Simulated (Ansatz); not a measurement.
C6H12BO2, doublet, at a GFN2-xTB geometry. Base run: MP2/STO-3G run with Ansatz (a program for electronic structure).

Here is a job for Ansatz.
Ansatz 0.2 input:
```yaml
crystal:
  periodic: [false, false, false]
  atoms:
    - {symbol: C, position_ang: [1.48710897, 1.20539539, -0.61618094]}
    - {symbol: C, position_ang: [0.77466121, -0.07431944, -0.17081065]}
    - {symbol: C, position_ang: [1.27822759, -1.24732067, -1.00515083]}
    - {symbol: O, position_ang: [1.14641932, -0.29412177, 1.21015392]}
    - {symbol: B, position_ang: [0.09393638, 0.01824653, 1.99808540]}
    - {symbol: O, position_ang: [-1.02808914, 0.31710664, 1.30680277]}
    - {symbol: C, position_ang: [-0.78733229, 0.07185816, -0.09871123]}
    - {symbol: C, position_ang: [-1.53732232, -1.21514900, -0.45188832]}
    - {symbol: C, position_ang: [-1.36795313, 1.22989207, -0.90336734]}
    - {symbol: H, position_ang: [2.55859468, 1.06595559, -0.49202134]}
    - {symbol: H, position_ang: [1.18462008, 2.04516570, 0.00410776]}
    - {symbol: H, position_ang: [1.27837026, 1.42611539, -1.65918394]}
    - {symbol: H, position_ang: [0.92367057, -2.19405612, -0.61047442]}
    - {symbol: H, position_ang: [2.36503208, -1.25741367, -0.97697224]}
    - {symbol: H, position_ang: [0.95426780, -1.14070787, -2.03743575]}
    - {symbol: H, position_ang: [-2.59255428, -1.07255202, -0.23032048]}
    - {symbol: H, position_ang: [-1.42716054, -1.45501693, -1.50567776]}
    - {symbol: H, position_ang: [-1.17725806, -2.04373567, 0.15248709]}
    - {symbol: H, position_ang: [-0.97874581, 2.18335811, -0.56101033]}
    - {symbol: H, position_ang: [-1.14217070, 1.10420896, -1.95937607]}
    - {symbol: H, position_ang: [-2.44732959, 1.24142792, -0.77354717]}
basis:
  gaussian:
    orbitals: STO-3G
magnetization: {spin_polarized: true, initial_magnetization: 1}
correlation: {method: mp2}
```

The base run was repeated with changes; each row names its change, and settings that it needs were set with it.

```json
[
 {"change": "base", "basis functions": "57", "E (Eh)": "-403.99060", "MP2 correlation (Eh)": "-0.41875", "core-seconds (rough)": "0.8"},
 {"change": "basis = 6-31G", "basis functions": "105", "E (Eh)": "-409.28943", "MP2 correlation (Eh)": "-0.82992", "core-seconds (rough)": "3"},
 {"change": "basis = 6-31G*", "basis functions": "159", "E (Eh)": "-409.84521", "MP2 correlation (Eh)": "-1.20076", "core-seconds (rough)": "5"},
 {"change": "basis = pc-1", "basis functions": "186", "E (Eh)": "…", "MP2 correlation (Eh)": "…", "core-seconds (rough)": "6"},
 {"change": "basis = cc-pVDZ", "basis functions": "186", "E (Eh)": "…", "MP2 correlation (Eh)": "…", "core-seconds (rough)": "6"},
 {"change": "basis = pcseg-1", "basis functions": "186", "E (Eh)": "-409.80941", "MP2 correlation (Eh)": "-1.28110", "core-seconds (rough)": "7"},
 {"change": "basis = 6-31+G*", "basis functions": "195", "E (Eh)": "-409.86912", "MP2 correlation (Eh)": "-1.21568", "core-seconds (rough)": "7"},
 {"change": "basis = 6-311G**", "basis functions": "234", "E (Eh)": "-410.10035", "MP2 correlation (Eh)": "-1.35688", "core-seconds (rough)": "9"},
 {"change": "basis = 6-311++G**", "basis functions": "282", "E (Eh)": "-410.11376", "MP2 correlation (Eh)": "-1.36469", "core-seconds (rough)": "20"}
]
```

Question: Fill in the missing entries.

Answer: 
- basis = pc-1, E (Eh): -409.81420
- basis = pc-1, MP2 correlation (Eh): -1.28086
- basis = cc-pVDZ, E (Eh): -409.94640
- basis = cc-pVDZ, MP2 correlation (Eh): -1.27743

Totals compare only among sets that treat the same electrons; sets with core potentials leave the core out.
